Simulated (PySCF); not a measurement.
PySCF 2.14 output of an unrestricted M06-2X calculation on a single atom or ion in cc-pVDZ-DK, with scalar relativity by spin-free X2C-1e:

```
SCF conv_tol = 1e-09
number electrons alpha = 5  beta = 3
    Y. Zhao and D. G. Truhlar.,  Theor. Chem. Acc. 120, 215 (2008)
    Y. Zhao and D. G. Truhlar.,  Theor. Chem. Acc. 120, 215 (2008)
cycle= 1 E= -75.0959140576618  delta_E= -0.00101  |g|= 0.00647  |ddm|= 0.0682
cycle= 2 E= -75.0959303089315  delta_E= -1.63e-05  |g|= 0.00114  |ddm|= 0.0114
cycle= 3 E= -75.0959310766319  delta_E= -7.68e-07  |g|= 0.000162  |ddm|= 0.00299
cycle= 4 E= -75.0959311030833  delta_E= -2.65e-08  |g|= 1.91e-05  |ddm|= 0.000584
cycle= 5 E= -75.09593110337  delta_E= -2.87e-10  |g|= 6.82e-06  |ddm|= 6.42e-05
converged SCF energy = -75.09593110337  <S^2> = 2.0024283  2S+1 = 3.0016184
```

The run itself started from symmetry-adapted Hartree-Fock orbitals and held the occupation by maximum overlap, on a logarithmic radial grid, so the iterations belong to that start.

Task: Which element, charge and spin multiplicity is this?

Result: O (oxygen, neutral), multiplicity 3; the state was [He] 2s2 2p4, high-spin 3P determinant.
